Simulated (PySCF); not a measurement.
CH5O, SMILES C[OH2+], charge +1. Atoms are numbered in the order given.

```xyz
7

C     -0.7968    -0.0180     0.0000
O      0.7186     0.0866     0.0000
H     -1.1043     0.5054     0.8985
H     -1.1043     0.5054    -0.8985
H     -1.0631    -1.0701     0.0000
H      1.1518    -0.2629     0.8022
H      1.1518    -0.2629    -0.8022
```
Charge +1, spin multiplicity 1.

Geometry optimised at B3LYP-D3(BJ)/def2-TZVP. The isomer is the one that the SMILES or the coordinates give; other isomers of the formula were not compared.

Computed with SMD-ωB97X/def2-SVP (PySCF).

Solvation free energies are E(SMD) − E(gas) at the gas-phase geometry, for 1 M in both phases.

```json
[
 {"solvent": "water", "ΔG(solv) (kcal/mol)": "?", "its non-electrostatic (CDS) part": "?"},
 {"solvent": "2-propanol", "ΔG(solv) (kcal/mol)": "-77.5", "its non-electrostatic (CDS) part": "0.7"},
 {"solvent": "toluene", "ΔG(solv) (kcal/mol)": "-41.0", "its non-electrostatic (CDS) part": "-0.2"}
]
```

**Question.** Fill in the missing entries. (Estimate from the structure and the level; the computed values follow.)

**Answer.** 
- water, ΔG(solv) (kcal/mol): -79.7
- water, its non-electrostatic (CDS) part: 3.3
